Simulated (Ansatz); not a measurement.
Computed with Ansatz on PBE0-D4/def2-TZVP structures; ΔE is electronic, products minus reactants. CBS: MP2 limit from def2 TZ/QZ plus the TZ coupled-cluster correction, frozen cores. DFT in def2-TZVPP. def2 core potentials past Kr. For Hf, Se outer-core shells are correlated without core-valence functions, which leaves a few kJ/mol of doubt a bond. Scalar relativity is left out up to krypton. Each species was taken in one conformer, which may not be the lowest.

Reaction (ligand exchange at the Hf–Se bond): `C[Se][Hf]([Cl])([Cl])[Cl]` + H₂Se → `[Cl][Hf]([Cl])([Cl])[SeH]` + `C[SeH]`

CCSD(T)/CBS gives +0.4 kcal/mol.

Problem. Another level gave -1.6 kcal/mol. Which?
A. revPBE/def2-TZVPP
B. LDA (SPW92)/def2-TZVPP
C. r2SCAN0/def2-TZVPP
D. HF/def2-TZVPP

Solution. A. revPBE -1.6, LDA (SPW92) 0.7, r2SCAN0 -0.5, HF/def2-TZVPP -3.2 kcal/mol.

Largest T1 diagnostic among the species: 0.014.

The D4 term adds +1.6 kcal/mol with B3LYP and +1.0 kcal/mol with PBE0; it sums over pairs of atoms, weighted by their polarisabilities, and B3LYP, whose exchange is more repulsive, gets the larger term. Leaving LDA and LC-ωPBE aside and taking each functional with its dispersion term where it has one, the values, not all of them listed here, spread over 1.0 kcal/mol, from B2PLYP to revPBE-D4. LDA lies +1.6 kcal/mol from PBE without D4.

B3LYP here is the variant with VWN-RPA as its local correlation; programs differ in this.
